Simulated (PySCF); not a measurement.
Computed shifts of a molecule C₂H₇FSi₂, PySCF with KT2/pcSseg-1, GIAO, gas phase, atoms alike by connectivity averaged where their shifts nearly agree, in ppm (number of nuclei): ²⁹Si: 2.5 (1), -65.4 (1). ¹³C: 149.4 (1), 148.5 (1). ¹⁹F: -245.4 (1). ¹H: 7.35 (1), 7.09 (1), 5.65 (1), 5.27 (1), 4.52 (3). References: ²⁹Si against TMS (σ = 361.9 ppm); ¹³C against TMS (σ = 185.1 ppm); ¹⁹F against CFCl3 (σ = 127.1 ppm); ¹H against TMS (σ = 31.47 ppm), references at their B3LYP-D3(BJ)/def2-TZVP geometries, non-relativistic. Geometry optimised at B3LYP-D3(BJ)/def2-SVP. Other conformers were not sampled.

Which structure fits?
A) F[Si@@H]1CC[SiH2]1
B) F[SiH2]/C=C/[SiH3]
C) F/C=C\[SiH2][SiH3]
D) FC1[SiH2]C[SiH2]1

B, F[SiH2]/C=C/[SiH3]
